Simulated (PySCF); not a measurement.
Steps of a relaxation of [Tm(PH3)]3+

[Tm(PH3)]3+ (singlet in the valence; each metal's 4f electrons, 12 of them, lie in its core potential, out of spins and levels). PySCF 2.14.0, RKS PBE0, Tm lcecp-1-SVP with ECP58, P def2-SVP, H def2-SVP; non-relativistic Hamiltonian with scalar-relativistic core potentials where named; density fitting; no spin-orbit coupling. Origin of the start: template. Columns: position (Å) and force (eV/Å). Energies are counted from the last step; some of the 6 steps are shown. Forces carry noise of the integration grid, about 0.01 to 0.03 eV/Å.

Run from Python with OMP_NUM_THREADS=2. Where DIIS fails, smearing, a level shift and second-order steps follow.
It took 8.7 s on 2 threads of Arm Neoverse V1, on a shared host, from the converged density of the start.

```xyz
5
step 0  E = 0.318 eV
Tm    0.0000    0.0000   -0.4885     0.00    0.00    0.19
P     0.0000    0.0000    2.3615     0.00    0.00    1.26
H     1.2100    0.0000    3.1047     0.75    0.00   -0.48
H    -0.6050    1.0479    3.1047    -0.38    0.65   -0.48
H    -0.6050   -1.0479    3.1047    -0.38   -0.65   -0.48
```

```xyz
5
step 2  E = 0.010 eV
Tm    0.0000    0.0000   -0.3825     0.00    0.00    0.08
P     0.0000    0.0000    2.4879     0.00    0.00    0.44
H     1.3396    0.0000    3.0272    -0.25    0.00   -0.17
H    -0.6698    1.1601    3.0272     0.13   -0.22   -0.17
H    -0.6698   -1.1601    3.0272     0.13    0.22   -0.17
```

```xyz
5
step 3  E = 0.001 eV
Tm    0.0000    0.0000   -0.3676     0.00    0.00    0.05
P     0.0000    0.0000    2.5015     0.00    0.00    0.13
H     1.3383    0.0000    3.0177    -0.11    0.00   -0.06
H    -0.6692    1.1590    3.0177     0.05   -0.09   -0.06
H    -0.6692   -1.1590    3.0177     0.05    0.09   -0.06
```

**Question.** Where does the relaxation end?

**Answer.** It converges at step 5 in C3v:
```xyz
5
step 5  E = 0
Tm    0.0000    0.0000   -0.3593
P     0.0000    0.0000    2.5059
H     1.3351    0.0000    3.0134
H    -0.6675    1.1562    3.0134
H    -0.6676   -1.1562    3.0134
```

**Question.** How did the contacts change?

**Answer.** 
```json
{"contact": "Tm1–P2 (PH3)", "start (Å)": "2.850", "end (Å)": "2.865"}
```


An lcecp potential fixes the number of 4f electrons, so in runs with it no electron can move into or out of that shell.
